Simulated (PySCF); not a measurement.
A structure optimised at PBE-D3(BJ)/def2-SVP, used in a PySCF frequency run:

```xyz
13

Si    -0.0624     0.1219     0.3426
C     -1.2101     1.0147    -0.8762
C      1.7246     0.3322    -0.2263
N     -0.3534    -1.5975     0.5475
H     -0.2685     0.7341     1.7060
H     -1.0974     0.6101    -1.9040
H     -2.2749     0.9048    -0.5843
H     -0.9819     2.1009    -0.9140
H      2.4267    -0.1425     0.4876
H      1.8800    -0.1350    -1.2216
H      1.9904     1.4050    -0.3182
H     -0.1840    -2.2043    -0.2606
H     -1.2304    -1.8780     0.9960
```
Charge 0, spin multiplicity 1.

Problem. Write its SMILES and formula.

Solution. C[SiH](C)N, C2H9NSi

Problem. What are its rotational constants (standard atomic weights)?

Solution. 5.6107, 5.2617, 3.1943 GHz
